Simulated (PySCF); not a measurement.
## A survey of $^{31}$P NMR shifts

Computed data (PySCF 2.14): GFN2-xTB structure, shieldings: GIAO PBE0/pcSseg-1. Single conformer, equivalent nuclei averaged, no solvent model, relativity neglected.

Shieldings were converted by a linear fit to measured shifts: $^{31}$P (scatter 18.1 ppm rms vs H3PO4, solution or neat liquid). A few per cent of atoms miss by over 2 rms, more outside the fitted compound classes.

Q: Give the $^{31}$P shifts of `C=CC[P@](=O)(O)c1cccs1`, `C=CP1(=O)CCOCC1`, `C#C[P@](=O)(O)C(C)(C)C`, `COC1=C[P@](C)(=O)CC1`, `C=CP=C=C[SiH3]`, `C[P@@](=O)(O)C1=CCCC1`.

A: 
```csv
compound,environment,δ (ppm)
C=CC[P@](=O)(O)c1cccs1,"phosphorus bonded to 2 C, 2 O",24.3
C=CP1(=O)CCOCC1,"phosphorus bonded to 3 C, O, in a 6-membered ring",1.4
C#C[P@](=O)(O)C(C)(C)C,"phosphorus bonded to 2 C, 2 O",25.3
COC1=C[P@](C)(=O)CC1,"phosphorus bonded to 3 C, O, in a 5-membered ring",32.4
C=CP=C=C[SiH3],phosphorus bonded to 2 C,33.1
C[P@@](=O)(O)C1=CCCC1,"phosphorus bonded to 2 C, 2 O",29.3
```
